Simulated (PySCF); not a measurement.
[VF6]3-: what the settings change

The complex [VF6]3- (charge -3) contains V(III), shell d2. The structure is a PBE0-D3(BJ)/def2-SVP, IEF-PCM water geometry optimised for multiplicity 3; coordination octahedral, point group Oh, metal–donor distances 1.94 Å.

```
7

V     0.000    0.000    0.000
F     0.000    0.000    1.941
F     0.000    0.000   -1.941
F     1.941    0.000    0.000
F    -1.941    0.000    0.000
F     0.000    1.941    0.000
F     0.000   -1.941    0.000
```

Method (PySCF 2.14, density fitting): CASSCF(2,5) with orbitals averaged over all microstates of the shell, strongly contracted NEVPT2 on the averaged canonical orbitals; basis x2c-TZVPall on the metal, x2c-SVPall elsewhere; spin-free X2C; IEF-PCM water; spin-orbit coupling by state interaction with the mean-field operator over all roots.

Base run: NEVPT2 ground state 3T1g, next 1T2g at 12115, then 1Eg at 12365 cm⁻¹, 10Dq(CASSCF) 15546, B(CASSCF) 1002, ζ 194 cm⁻¹, μeff(300 K) 2.68 μB.

**Question.** What happens with the basis x2c-TZVPall on all atoms?

**Answer.** NEVPT2 ground state 3T1g, next 1T2g at 12074, then 1Eg at 12332 cm⁻¹, 10Dq(CASSCF) 15229, B(CASSCF) 999, ζ 193 cm⁻¹, μeff(300 K) 2.68 μB. It took 18 s against 7.1 s on a shared host of the same kind.

**Question.** What happens with orbitals averaged over the highest spin alone?

**Answer.** NEVPT2 ground state 3T1g, next 1T2g at 12155, then 1Eg at 12409 cm⁻¹, 10Dq(CASSCF) 15542, B(CASSCF) 1010, ζ 196 cm⁻¹, μeff(300 K) 2.68 μB.

No frequencies were computed for the optimised geometry. The ground state is orbitally degenerate in this regular structure, which would distort (Jahn–Teller), so its moment is that of the undistorted model. NEVPT2 lifts 3T2g from 13771 to 15858 cm⁻¹; on the d shell alone it tends to overshoot states that fill the eg-type orbitals. NEVPT2 on the d shell alone tends to put d–d bands too high for such charged or covalently bound ions.
